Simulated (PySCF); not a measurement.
Precursor series Zr F-H. Isolated molecules, 0 K electronic values unless said otherwise.

The LUMO from two functionals at the same geometries (BP86-D3(BJ)/def2-SVP), both in PySCF: PBE-D3(BJ)/def2-TZVP and B3LYP-D3(BJ)/def2-TZVP. B3LYP has the VWN-RPA correlation part, as in Gaussian. 

```tsv
species	PBE-D3(BJ)/def2-TZVP (eV)	B3LYP-D3(BJ)/def2-TZVP (eV)
0 of 4 F replaced by H	-2.35	-1.77
1 of 4 F replaced by H	-2.82	-2.20
2 of 4 F replaced by H ([Zr(F)2(H)2])	-3.35	-2.73
3 of 4 F replaced by H	-3.34	-2.67
4 of 4 F replaced by H ([Zr(H)4])	-3.52	-2.76
```

Over these rows, drawn at random from the members with no instability flagged (it was tested for open shells, ions and some series alone), PBE minus B3LYP-D3(BJ): mean -0.65 eV, from -0.76 eV to -0.58 eV.
